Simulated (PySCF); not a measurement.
Computed IR spectrum (relative IR intensity) of a molecule C₃H₅ClGe. Coordinates come from a r2SCAN-D4/def2-SVP optimisation. One conformer was computed; it need not be the lowest. All values below come from r2SCAN-D4/def2-SVP in PySCF. Frequencies are harmonic and unscaled.

Lines under 2 % of the strongest are left out, and lines within 2 cm⁻¹ are merged.

ν (cm⁻¹): 402 (w), 484 (w), 559 (w), 691 (w), 700 (m), 769 (m), 828 (vs), 838 (m), 885 (w), 891 (m), 1188 (vw), 1327 (m), 2040 (w), 2149 (s), 2153 (s), 2183 (m), 3198 (vw) (against the strongest line: vs over 80 %, s over 45 %, m over 15 %, w over 4 %, vw less)

**Question.** Which molecule gave these data?
A. C=C=[CH][GeH2][Cl]
B. C=C=[C](Cl)[GeH3]
C. ClC=C=[CH][GeH3]
D. Cl[C]1=C[CH2][GeH2]1

**Answer.** C, ClC=C=[CH][GeH3]
